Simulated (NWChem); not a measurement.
Species: silicon dioxide molecule (SiO₂); SMILES O=[Si]=O

Results from NWChem. Coordinates come from a PBE0/def2-SVP optimisation.

For level B3LYP/def2-TZVPD:

```yaml
highest occupied level (eV): -9.72
orbital gap (eV): 5.77
```

Question: How do the values read with level LDA (Slater exchange, VWN5)/def2-TZVPD instead?

Answer: The highest occupied level (eV) is -8.66. The orbital gap (eV) is 3.84.
